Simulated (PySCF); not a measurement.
Ca⁺ (calcium, charge +1) across methods

[Ar] 4s1, 2S determinant. All numbers are calculated (PySCF 2.14, the non-relativistic Hamiltonian (point nucleus), in def2-QZVPPD (11s6p4d3f, 70 functions)).

```
method  E (hartree)  mean ε 3p α (eV)  mean ε 3p β (eV)  mean ε 4s α (eV)  Σ⟨r²⟩ (bohr²)   ⟨S²⟩
   UHF   -676.56987           -43.098           -42.979           -11.336          31.24  0.750
  PBE0     -677.169           -37.314           -37.171            -9.910          30.33  0.750
  PW91     -677.341           -35.071           -34.921            -9.354          30.18  0.750
r2SCAN     -677.306           -35.764           -35.653            -9.377          30.43  0.750
 M06-L     -677.320           -35.715           -35.634            -9.124          30.02  0.751
   PBE     -677.120           -34.994           -34.843            -9.298          30.22  0.750
revPBE     -677.243           -34.975           -34.836            -9.248          30.33  0.750
   LDA     -675.505           -35.021           -34.892            -9.460          29.93  0.750
 wB97X     -677.343           -39.881           -39.835           -11.401          30.49  0.750
```
